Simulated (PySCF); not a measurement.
Species: C2H4ClF3Si.
Atom-mapped SMILES: `[F:1][CH:2]([F:3])[C@@H:4]([F:5])[SiH2:6][Cl:7]` (hydrogens: H8 on C2; H9 on C4; H10, H11 on Si6)

Geometry (PBE0-D3(BJ)/def2-SVP, Å), atoms numbered from 1 in this order:
```xyz
11
C2H4ClF3Si angstrom
F     -1.185   -0.285   -1.532
C     -1.415   -0.046   -0.225
F     -1.721    1.262   -0.091
C     -0.186   -0.333    0.611
F     -0.062   -1.695    0.779
Si     1.453    0.364   -0.092
Cl     2.124   -0.849   -1.612
H     -2.275   -0.662    0.094
H     -0.366    0.130    1.599
H      1.243    1.750   -0.585
H      2.453    0.331    1.009
```

Jobs on this species (11 atoms, 74 electrons) with PySCF (density fitting). Hardware of each: Arm Neoverse V1, one thread, no GPU (shared host). Other jobs ran on the host; a repeat could differ by tens of per cent or more. Peak memory is the resident size of the whole Python process, interpreter and libraries included.

```csv
level and settings,work,basis functions,SCF cycles,wall time,peak memory
"delta-SCF UKS SCAN, pcX-1 on the ionised atom, pcseg-1 elsewhere, spin-free X2C","ΔSCF core ionisation, 9 holes",148,?,?,?
"delta-SCF UKS SCAN, def2-TZVP on the ionised atom, pcseg-1 elsewhere, spin-free X2C","ΔSCF core ionisation, 9 holes",145,?,?,?
"delta-SCF UKS HF, pcX-2 on the ionised atom, pcseg-1 elsewhere, spin-free X2C","ΔSCF core ionisation, 9 holes",168,?,?,?
"delta-SCF UKS B3LYP, pcX-2 on the ionised atom, pcseg-1 elsewhere, spin-free X2C","ΔSCF core ionisation, 9 holes",168,128,84 s,0.77 GiB
"delta-SCF UKS SCAN, pcX-2 on the ionised atom, pcseg-1 elsewhere, non-relativistic","ΔSCF core ionisation, 9 holes",168,140,55 s,0.66 GiB
"delta-SCF UKS SCAN, pcX-2 on the ionised atom, pcseg-1 elsewhere, spin-free X2C","ΔSCF core ionisation, 9 holes",168,141,57 s,0.62 GiB
"delta-SCF UKS PBE, pcX-2 on the ionised atom, pcseg-1 elsewhere, spin-free X2C","ΔSCF core ionisation, 9 holes",168,137,36 s,0.66 GiB
"delta-SCF UKS PBE0, pcX-2 on the ionised atom, pcseg-1 elsewhere, spin-free X2C","ΔSCF core ionisation, 9 holes",168,123,79 s,0.77 GiB
"PBE0-D3(BJ)/def2-SVP, grid level 1",geometry optimisation from a GFN2-xTB start shaken at random,126,53,53 s,0.54 GiB
```

Question: Fill in the missing figures.

Answer: 
- delta-SCF UKS SCAN, pcX-1 on the ionised atom, pcseg-1 elsewhere, spin-free X2C; ΔSCF core ionisation, 9 holes: 47 s, 0.66 GiB, 139 SCF cycles
- delta-SCF UKS SCAN, def2-TZVP on the ionised atom, pcseg-1 elsewhere, spin-free X2C; ΔSCF core ionisation, 9 holes: 53 s, 0.66 GiB, 140 SCF cycles
- delta-SCF UKS HF, pcX-2 on the ionised atom, pcseg-1 elsewhere, spin-free X2C; ΔSCF core ionisation, 9 holes: 53 s, 0.66 GiB, 119 SCF cycles

Question: What do all jobs in the table cost together?

Answer: About 8.6 min; the longest takes about 16 % of that, and about 2.3 times as long as the shortest.
